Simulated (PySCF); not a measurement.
## Working with the constants of SnCl⁺

PBE0 constants of SnCl⁺, ¹Σ⁺ (singlet), closed shell (Sn cc-pVTZ-PP with ECP28, Cl cc-pV(T+d)Z; scalar-relativistic core potentials (PySCF 2.14); masses 119.9022 and 34.9689 u):

```
ωe              : 430.3 cm⁻¹
ωexe            : 1.08 cm⁻¹
Be              : 0.1213 cm⁻¹
αe              : 0.000444 cm⁻¹
D (centrifugal) : 3.86e-08 cm⁻¹
De to Sn⁺ + Cl  : 4.22 eV
```

(1) Give the band origin of the fundamental and the first lines of its P and R branches.

(2) Near which J would the R branch turn back, without centrifugal distortion?

These are scalar-relativistic numbers at best; spin–orbit coupling would shift them, the dissociation energy most. For an ion De counts to the pair picked by the measured ionisation energies or electron affinities, which need not be the lowest pair at this level.

Results:

(1) ν0 = ωe − 2ωexe = 428.1 cm⁻¹, B0 = 0.12108, B1 = 0.12063 cm⁻¹.

```
J″  P(J″) − ν0  R(J″) − ν0
 0                   0.241
 1      -0.242       0.482
 2      -0.485       0.721
 3      -0.729       0.960
 4      -0.974       1.197
 5      -1.220       1.434
 6      -1.466       1.670
```

(2) At J ≈ (B0 + B1)/(2(B0 − B1)) − 1 ≈ 270.
